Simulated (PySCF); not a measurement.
Zn(Me)(OH) cation (CH4OZn), SMILES [CH3][Zn][OH] (connectivity only; charge and spin as stated), charge +1, multiplicity 2.

Coordinates come from a r2SCAN-D4/def2-TZVP optimisation. The spin state was assumed, not searched. The isomer is the one that the SMILES or the coordinates give; other isomers of the formula were not compared. One conformer was computed; it need not be the lowest.

All values below come from PBE0/def2-TZVPD (PySCF).

Gas-phase values at a fixed geometry.

Computed frontier levels, dipole moment and polarisability:
The α spin, highest occupied and lowest empty level is -15.09 and -6.95 eV and the β spin, highest occupied and lowest empty level comes out as -14.15 and -11.73 eV. The dipole moment about the centre of nuclear charge is 3.09 D and the mean static polarisability is 67.9 bohr³ (10.06 Å³). The polarisability, principal values is 28.2, 29.1, 146.3 bohr³ and the ⟨S²⟩ comes out as 0.772 (pure state 0.75).
